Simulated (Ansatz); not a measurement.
The cluster W₇⁺, relaxed as a doublet with UKS PBE-D4/def2-SVP in Ansatz, starting from the GFN1-xTB geometry. Force threshold 0.02 eV/Å.

In the def2 sets W takes a core potential; there is no spin–orbit coupling. The structure comes from a short search, and lower isomers may exist.

Start:

```xyz
7

W    -1.6790   -0.7777   -1.1915
W     0.4990   -2.1847   -1.4237
W     0.6920    0.4315   -1.1071
W    -1.3261    0.8480    0.8944
W     1.4714    0.5401    1.4565
W     0.4842    2.6545    0.3442
W    -0.1415   -1.5116    1.0272
```

| step | energy (eV) | largest force component (eV/Å) | SCF passes |
| --- | --- | --- | --- |
| 1 | -12778.7323 | 4.356 | 90 |
| 2 | -12780.1894 | 2.641 | 64 |
| 3 | -12780.6585 | 0.698 | 70 |
| 4 | -12780.7292 | 0.465 | 60 |
| 5 | -12780.9350 | 1.314 | 60 |
| 6 | -12780.9959 | 1.243 | 86 |
| 7 | -12781.1690 | 0.625 | 59 |
| 8 | -12781.2213 | 0.411 | 61 |
| 9 | -12781.2471 | 0.370 | 56 |
| 10 | -12781.3081 | 0.524 | 62 |
| 11 | -12781.5560 | 0.799 | 76 |
| 12 (rejected) | -12781.3747 | 2.090 | 106 |
| 13 | -12781.7195 | 0.510 | 62 |
| 14 (rejected) | -12781.7170 | 0.797 | 62 |
| 15 | -12781.7605 | 0.125 | 56 |
| 16 | -12781.7629 | 0.079 | 51 |
| 17 | -12781.7637 | 0.031 | 47 |
| 18 (rejected) | -12781.7636 | 0.068 | 51 |
| 19 | -12781.7639 | 0.009 | 51 |

Force components are those of the run's own axes.

End:

Cartesian coordinates in Å:
```
W -1.463 -0.803 -1.135
W 0.842 -1.599 -0.832
W 0.403 0.817 -1.516
W -1.314 0.807 0.782
W 1.439 0.053 1.024
W 0.587 2.236 0.432
W -0.494 -1.511 1.244
```

Bonds formed: W1–W5, W2–W4 (atoms count from 1). Metal–metal contacts that move far: W2–W5 4.08 to 2.56 Å.

No frequencies were taken in this run, so the end may be a saddle point.

Run time 3.3 min (4 threads of Intel Xeon Platinum 8375C on a shared host).
